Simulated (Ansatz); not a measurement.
`C[Se][Al]([F])[Cl]` + H₂O → `[OH][Al]([F])[Cl]` + `C[SeH]` at 500 K and 1 bar (formal hydrolysis of the Al–Se bond).

Program: Ansatz. Geometries: PBE0-D4/def2-TZVP. ΔE: electronic, gas phase. CCSD(T)/CBS adds triple-zeta CCSD(T) − MP2 to the extrapolated MP2 energy (def2 sets, frozen cores). This one scheme is used for every species. For Se outer-core shells are correlated without core-valence functions, which leaves a few kJ/mol of doubt a bond. Scalar relativity is left out up to krypton. One conformer a species, not always the lowest.

```json
{"species": "`C[Se][Al]([F])[Cl]`", "CCSD(T)/CBS energy (Eh)": "-3242.34628", "H − E (kJ/mol)": "158.5", "S (J/(mol·K))": "447.2"}
{"species": "H₂O", "CCSD(T)/CBS energy (Eh)": "-76.37941", "H − E (kJ/mol)": "73.2", "S (J/(mol·K))": "206.3"}
{"species": "`[OH][Al]([F])[Cl]`", "CCSD(T)/CBS energy (Eh)": "-877.57483", "H − E (kJ/mol)": "80.4", "S (J/(mol·K))": "353.9"}
{"species": "`C[SeH]`", "CCSD(T)/CBS energy (Eh)": "-2441.15625", "H − E (kJ/mol)": "142.1", "S (J/(mol·K))": "299.3"}
```

H − E and S are ideal-gas, rigid-rotor, harmonic terms from PBE0-D4/def2-TZVP, for one conformer and one mirror image of each species. 1 Eh = 2625.50 kJ/mol, R = 8.31446 J/(mol·K).

By hand: ΔE, ΔH, ΔS and ΔG.

ΔE = (-877.57483) + (-2441.15625) − (-3242.34628) − (-76.37941) = -0.00539 Eh = -14.2 kJ/mol. Δ(H − E) = 80.4 + 142.1 − 158.5 − 73.2 = -9.2, so ΔH = -23.4 kJ/mol. ΔS = 353.9 + 299.3 − 447.2 − 206.3 = -0.3 J/(mol·K). ΔG = -23.4 − 500 × (-0.3)/1000 = -23.2 kJ/mol.

By hand: the equilibrium constant, and the temperature at which ΔG would vanish if ΔH and ΔS stayed fixed.

log₁₀ K = −ΔG/(RT ln 10) = 2.4. ΔG = 0 at ΔH/ΔS = 78000 K, far beyond where these terms or the molecules hold.

The number of gas molecules stays the same, so ΔS is small and ΔH decides. A doubt of 5 kJ/mol in ΔE shifts log₁₀ K by 0.5 here. Other conformers and mirror images would add mixing entropy, several J/(mol·K) or more a flexible species. Modes under 60 cm⁻¹, often nearly free rotors, make the harmonic entropy too high. These are equilibria of isolated gas molecules and say nothing of rates. Largest T1 diagnostic: 0.011 (customary marks: 0.02 for closed shells, 0.045 for open ones).
